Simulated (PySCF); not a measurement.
## GeN from Hartree–Fock to correlated methods

State: ²Σ⁺ (doublet), unpaired electrons σ ↑. Set-up: PySCF, spin-free X2C with a Gaussian nucleus, basis sets Ge jorge-DZP-DKH, N jorge-DZP-DKH. De refers to Ge + N in their high-spin ground configurations, without counterpoise correction. The functionals are run spin-unrestricted. A positive dipole means Ge(−)N(+).

```json
{"Level": "ROHF", "Re (Å)": "1.628", "ωe (cm⁻¹)": "1082", "De (eV)": "-0.466", "μ (D)": "-3.09"}
{"Level": "ROHF-MP2", "Re (Å)": "1.687", "ωe (cm⁻¹)": "864", "De (eV)": "3.25", "μ (D)": "n/a"}
{"Level": "ROHF-SCS-MP2", "Re (Å)": "1.686", "ωe (cm⁻¹)": "875", "De (eV)": "3.09", "μ (D)": "n/a"}
{"Level": "ROHF-CCSD", "Re (Å)": "1.657", "ωe (cm⁻¹)": "977", "De (eV)": "2.84", "μ (D)": "n/a"}
{"Level": "ROHF-CCSD(T)", "Re (Å)": "1.671", "ωe (cm⁻¹)": "928", "De (eV)": "3.20", "μ (D)": "n/a"}
{"Level": "LDA", "Re (Å)": "1.644", "ωe (cm⁻¹)": "985", "De (eV)": "5.09", "μ (D)": "-2.69"}
{"Level": "PBE", "Re (Å)": "1.666", "ωe (cm⁻¹)": "944", "De (eV)": "4.27", "μ (D)": "-2.74"}
{"Level": "revPBE", "Re (Å)": "1.672", "ωe (cm⁻¹)": "931", "De (eV)": "3.95", "μ (D)": "-2.77"}
{"Level": "BLYP", "Re (Å)": "1.677", "ωe (cm⁻¹)": "919", "De (eV)": "4.29", "μ (D)": "-2.72"}
{"Level": "r²SCAN", "Re (Å)": "1.653", "ωe (cm⁻¹)": "968", "De (eV)": "3.64", "μ (D)": "-2.69"}
{"Level": "PBE0", "Re (Å)": "1.650", "ωe (cm⁻¹)": "983", "De (eV)": "3.41", "μ (D)": "-2.85"}
{"Level": "ωB97X", "Re (Å)": "1.643", "ωe (cm⁻¹)": "1011", "De (eV)": "3.52", "μ (D)": "-2.84"}
```

Task: Which functional lies closest to ROHF-CCSD(T) in De, which farthest, and by how much do they differ from it?

Result: Closest is PBE0 (-2.1 pm in Re, +5.9 % in ωe, +0.21 eV in De against ROHF-CCSD(T) in the same basis), farthest LDA (-2.7 pm in Re, +6.1 % in ωe, +1.89 eV in De). CCSD(T) converges more slowly with the basis than the functionals do and binds too weakly in this one, so the order can change at the basis-set limit.

Task: What does a quarter of exact exchange do here, going from PBE to PBE0?

Result: PBE0 less PBE: -1.6 pm in Re, +4.1 % in ωe, -0.86 eV in De. Exact exchange removes part of the self-interaction that spreads semilocal densities, and in most molecules shortens and stiffens the bond and lowers De; so it does here.

Task: What does the step from GGA to meta-GGA do here, going from PBE to r²SCAN?

Result: r²SCAN less PBE: -1.3 pm in Re, +2.5 % in ωe, -0.63 eV in De. 

Correlated steps freeze 10 core orbitals. Correlated levels converge slowly with the basis: in double zeta they bind strong bonds too weakly, by up to about 1 eV, and carry superposition errors of some tenths. Spin–orbit coupling is left out. The CCSD T1 diagnostic is raised, a sign that a single reference may not be enough here. UHF is strongly spin-contaminated for GeN, so the ROHF reference used there is far from stable. A negative De means that the minimum lies above the separated atoms at that level. The state was picked by a PBE0 search and need not be the measured ground state.

The whole job (state search and all levels along the bond) took about 1.6 min on 1 thread of Intel Xeon 6975P-C (shared host), peak memory 0.78 GiB.
